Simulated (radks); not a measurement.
Results of a calculation; reference values are marked as such.
The nuclear charge of the fluorine ion F+ is varied continuously with 8 electrons held in [He] 2s2 2p4. Level of theory: scalar-relativistic Kohn-Sham, PBE, spin-polarised, spherical densities, point nucleus; open shells are filled with parallel spins first (a radial shooting solver on a logarithmic mesh with Libxc functionals). By the Hellmann-Feynman theorem dE/dZ = E(electron-nucleus)/Z, the electronic potential at the nucleus. The scalar-relativistic energy here is not variational (the density holds large components alone), so the two differ by a part that grows with Z.

Z = 8.5: E (hartree) -86.63826; E(electron-nucleus)/Z (hartree) -24.0455; HOMO 2p; e(HOMO) (eV) -15.642; <r> HOMO (bohr) 1.144
Z = 9: E (hartree) -99.10393; E(electron-nucleus)/Z (hartree) -25.8135; HOMO 2p; e(HOMO) (eV) -25.965; <r> HOMO (bohr) 1.011
Z = 9.5: E (hartree) -112.45329; E(electron-nucleus)/Z (hartree) -27.5797; HOMO 2p; e(HOMO) (eV) -38.092; <r> HOMO (bohr) 0.9085
Z = 10: E (hartree) -126.68575; E(electron-nucleus)/Z (hartree) -29.3451; HOMO 2p; e(HOMO) (eV) -51.991; <r> HOMO (bohr) 0.8269

The central difference of E at Z = 9 is -25.815 hartree, to compare with the third column; the second derivative is -3.53 hartree.
